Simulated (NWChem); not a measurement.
System: C4H2F2O; SMILES Fc1ccc(F)o1

```xyz
9

F     -2.2226     0.0000    -0.6637
C     -1.0707     0.0000    -0.0527
C     -0.7216     0.0000     1.2545
C      0.7216     0.0000     1.2545
C      1.0707     0.0000    -0.0527
F      2.2226     0.0000    -0.6637
O      0.0000     0.0000    -0.8657
H     -1.3933     0.0000     2.1082
H      1.3933     0.0000     2.1082
```
Atoms are numbered in this order, from 1.

Computed with NWChem. Pople sets run with spherical d functions. STO-3G and 3-21G are far too small for this property and stand as cheap habits. Geometry: optimised at PBE0/def2-SVP. GIAO values for the isolated, static molecule; σ is the absolute isotropic shielding, δ = σ(reference) − σ with the isolated reference molecule computed at the same levels (13C: tetramethylsilane, 19F: trichlorofluoromethane, 1H: tetramethylsilane, 17O: water).

For level Hartree-Fock/6-31G*:

```yaml
"δ F1 (ppm)": -83.0
"δ C2 (ppm)": 141.1
"δ C3 (ppm)": 79.8
"δ O7 (ppm)": 208.1
"δ H8 (ppm)": 5.25
```

**Question.** Estimate the same quantities for level Hartree-Fock/STO-3G.

**Answer.** 
- δ F1 (ppm) = -17.9
- δ C2 (ppm) = 131.4
- δ C3 (ppm) = 94.1
- δ O7 (ppm) = 137.6
- δ H8 (ppm) = 5.36
